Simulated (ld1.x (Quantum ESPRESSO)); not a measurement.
Values are calculated unless marked as measured or tabulated.
# Potentials for carbon (C) compared

Generated with ld1.x 7.5 (TM, RRKJ, ultrasoft, PAW), atompaw 4.2 or ONCVPSP 4.0.1. The cutoff is in Ry: for ld1.x and atompaw files where the sum of valence levels is converged to 10 mRy in a Bessel basis, for ONCV files where the hardest occupied wave has 1 mHa per electron of residual kinetic energy. The error is the largest all-electron minus pseudo excitation energy over each file’s own four to seven test configurations (ionisations up to +4, promotions, holes and added fractions of an electron), all of which were solved. The labels leave out finer settings (local radius, basis sizes, second energies), which also bear on the numbers. Spin-polarised tests are not counted. The rows are a selection from randomly drawn settings: files with unsolved tests, undetermined cutoffs or missed reference levels are left out.

| potential | cutoff (Ry) | largest error (meV) | bound ghosts |
| --- | --- | --- | --- |
| RRKJ, PBE, scalar-relativistic, rc 1.10/1.50/1.55 (spd), local d, core correction no, reference 2s2 2p1.75 | 70 | +369 | none |
| TM, PW91, non-relativistic, rc 0.80/3.05 (sp), local p, core correction no, reference 2s1.5 2p2.5 | 90 | +2719 | none |
| RRKJ, PW91, non-relativistic, rc 1.15/1.60 (sp), local p, core correction yes, reference 2s2 2p2 | 50 | +280 | none |
| PAW, PBEsol, scalar-relativistic, rc 1.35/2.50 (sp), local smoothed, core correction yes, reference 2s2 2p2 | 10 | +48 | none |
| TM, PBE, scalar-relativistic, rc 1.35/2.20 (sp), local s, core correction no, reference 2s1.75 2p2.25 | 30 | +920 | none |
| PAW, PW91, non-relativistic, rc 1.55/2.85/2.35 (spd), local smoothed, core correction yes, reference 2s1.5 2p2.5 | 10 | -61 | none |

Task: Fill in the row for C: ultrasoft, PBE, scalar-relativistic, rc 0.95/1.80 (sp), local smoothed, core correction no, reference 2s2 2p2.

Result: cutoff 35 Ry, largest error +338 meV, bound ghosts: none.

Task: Fill in the row for C: ultrasoft, LDA (PZ), scalar-relativistic, rc 1.05/1.50 (sp), local smoothed, core correction no, reference 2s1.75 2p2.25.

Result: cutoff 30 Ry, largest error +313 meV, bound ghosts: none.
